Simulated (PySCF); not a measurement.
PySCF 2.14 output of an unrestricted r2SCAN calculation on a single atom or ion in aug-cc-pVTZ-DK, with scalar relativity by spin-free X2C-1e:

```
SCF conv_tol = 1e-09
number electrons alpha = 5  beta = 2
    J. W. Furness, A. D. Kaplan, J. Ning, J. P. Perdew, and J. Sun.,  J. Phys. Chem. Lett. 11, 8208-8215 (2020)
    J. W. Furness, A. D. Kaplan, J. Ning, J. P. Perdew, and J. Sun.,  J. Phys. Chem. Lett. 11, 9248-9248 (2020)
    J. W. Furness, A. D. Kaplan, J. Ning, J. P. Perdew, and J. Sun.,  J. Phys. Chem. Lett. 11, 8208-8215 (2020)
    J. W. Furness, A. D. Kaplan, J. Ning, J. P. Perdew, and J. Sun.,  J. Phys. Chem. Lett. 11, 9248-9248 (2020)
cycle= 1 E= -37.9020296160745  delta_E= -0.00311  |g|= 0.0175  |ddm|= 0.219
cycle= 2 E= -37.9016447681935  delta_E= 0.000385  |g|= 0.0277  |ddm|= 0.101
cycle= 3 E= -37.9022792068385  delta_E= -0.000634  |g|= 0.00149  |ddm|= 0.0663
cycle= 4 E= -37.9022815786852  delta_E= -2.37e-06  |g|= 0.000187  |ddm|= 0.00449
cycle= 5 E= -37.9022816458174  delta_E= -6.71e-08  |g|= 3.12e-05  |ddm|= 0.00097
cycle= 6 E= -37.9022816473143  delta_E= -1.5e-09  |g|= 7.19e-06  |ddm|= 0.000141
cycle= 7 E= -37.9022816473628  delta_E= -4.85e-11  |g|= 2.93e-07  |ddm|= 2.27e-05
converged SCF energy = -37.9022816473628  <S^2> = 3.7547014  2S+1 = 4.00235
```

The run itself started from symmetry-adapted Hartree-Fock orbitals and held the occupation by maximum overlap, on a logarithmic radial grid, so the iterations belong to that start.

Q: Which element, charge and spin multiplicity is this?

A: C⁻ (carbon, charge -1), multiplicity 4; the state was [He] 2s2 2p3, high-spin 4S determinant.

At r2SCAN the highest occupied level has a positive energy, so only the finite basis holds that electron; in a semilocal or global hybrid functional this comes from self-interaction and does not mean that the real anion is unbound.
